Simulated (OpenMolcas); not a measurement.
# Ag⁵⁺: effect of the level shift or regulariser

```yaml
Program: OpenMolcas
Basis: ANO-RCC-VTZP [7s6p4d2f1g]
Scalar_Hamiltonian: DKH2, point nucleus
Active_space: 6 electrons in 5 orbitals (4d)
State_averaging: 2S+1 = 5 even, 5 roots; 2S+1 = 3 even, 45 roots; 2S+1 = 1 even, 50 roots
Spin-orbit_coupling: state interaction with AMFI integrals over the reference wave functions, term energies averaged over their components
```

Methods on the same reference wave functions:
A. CASSCF
B. MS-CASPT2, IPEA 0.25 Eh, imaginary shift 0.1 Eh (closed shells correlated: 4s 4p)
C. MS-CASPT2, IPEA 0.25 Eh, real shift 0.2 Eh (closed shells correlated: 4s 4p)
D. MS-CASPT2, IPEA 0.25 Eh, sigma2 regulariser 0.3 Eh (closed shells correlated: 4s 4p)

Energies in cm-1 above 4d6 5D4, the measured ground level; measured values from the list in Gamrath, thesis, University of Mons (2023).

| Level | A | B | C | D | Measured |
| --- | --- | --- | --- | --- | --- |
| 4d6 5D4 | 0.0 | 0.0 | 0.0 | 0.0 | 0.0 |
| 4d6 5D3 | 2533 | 2570 | 2570 | 2570 | 2692 |
| 4d6 5D2 | 3891 | 3840 | 3840 | 3840 | 3953 |
| 4d6 5D1 | 4830 | 4790 | 4780 | 4790 | 4941 |
| 4d6 5D0 | 5268 | 5220 | 5220 | 5220 | 5380 |
| 4d6 3H6 | 24343 | 22760 | 22760 | 22760 | 21512 |
| 4d6 3H5 [73 %] | 24922 | 23050 | 23050 | 23050 | 21812 |
| 4d6 3P2(1) | 25452 | 21790 | 21800 | 21790 | 21042 |
| 4d6 3F3(1) | 28464 | 25510 | 25510 | 25510 | 24441 |
| 4d6 3F2(1) | 29569 | 26410 | 26420 | 26410 | 25306 |
| 4d6 3G5 [73 %] | 31652 | 29050 | 29060 | 29050 | 27958 |
| 4d6 3P1(1) | 32494 | 28740 | 28750 | 28740 | 28232 |
| 4d6 3P0(1) | 33292 | 29530 | 29540 | 29530 |  |
| 4d6 3G4 | 33682 | 30770 | 30780 | 30770 | 29660 |
| 4d6 3G3 | 34387 | 31400 | 31410 | 31400 | 30361 |
| 4d6 1I6 | 38115 | 35920 | 35920 | 35920 | 34194 |
| 4d6 3D2 | 38850 | 34010 | 34020 | 34010 | 32650 |
| 4d6 3D1 | 39445 | 34740 | 34750 | 34740 | 33558 |
| 4d6 3D3 | 39642 | 34830 | 34830 | 34830 | 33509 |
| 4d6 1G4(1) | 41817 | 38890 | 38890 | 38890 | 37481 |
| 4d6 1S0(1) [68 %] | 47870 | 43000 | 43010 | 43000 |  |
| 4d6 1D2(1) | 49141 | 43160 | 43170 | 43160 | 41372 |
| 4d6 1F3 | 53663 | 46870 | 46890 | 46870 | 44724 |
| 4d6 3P0(2) | 60378 | 52820 | 52820 | 52820 |  |

Deviations, from unrounded energies. A percentage is the sum of absolute deviations over the sum of measured energies, with the sign that they share, or ± where signs differ.

```tsv
Against measurement	Levels	A	B	C	D
mean absolute deviation (cm-1)	20	3900	1000	1000	1000
fine structure of the ground term (%)	4	-2.6	-3.3	-3.3	-3.3
other terms of the ground configuration (%)	16	+16.0	+4.1	+4.1	+4.1
```

B, C, D lie about equally close to measurement and A furthest from it. The largest miss of D in the table is 4d6 1F3, by +2200 cm-1. The ranking rests on the paired levels alone, and a cruder setting can come out closer through cancelling errors.

Among B to D the level of the table that moves most is 4d6 1S0(1) [68 %], by 18 cm-1 (lowest in D, highest in C). Moves below CASPT2's spread within the term are not significant.

The two smallest mean deviations differ by little beside CASPT2's spread within terms, so their order carries little weight.

From A to B the spin-free energies of the other terms of 4d6 shown, above 5D, scale by factors of 0.85 to 0.93, as is usual when dynamic correlation screens the repulsion within a d or f shell.

The lowest spin-free term lies below A's lowest term by 0.354 hartree in B, 0.354 hartree in C, 0.354 hartree in D.

CASPT2 breaks the degeneracy within a term, and the mean is taken; among the terms shown or strongly mixed into the levels shown the widest spread is 1000 cm-1 (4d6 1I, D). Without dynamic correlation excited terms often stand tens of per cent too high (terms of higher spin than the ground term too low), and those without a measured partner can miss by more than the paired ones (holds for A). Some levels mix across a computed gap that differs much from the measured one, so their mixing is not that of the real levels (holds for A). The CASPT2 spread within a term exceeds the gap to the next term for 4d6 3D and 4d6 1I, so the order of their levels is uncertain (holds for B; C; D). Measured partners are found by configuration, term and J. A level has none where our copy of the source lacks it or the pairing is in doubt (some pairs that miss far off the trend of their configuration count as doubtful), and it then counts in no deviation. Only configurations of the active space appear. The table leaves out levels that lie high or whose names do not pair safely across all columns.

A share in square brackets marks a mixed level and gives the weight of the term that names it, the lowest over the columns. A number in round brackets counts repeated terms of one configuration in the order of the reference energies.
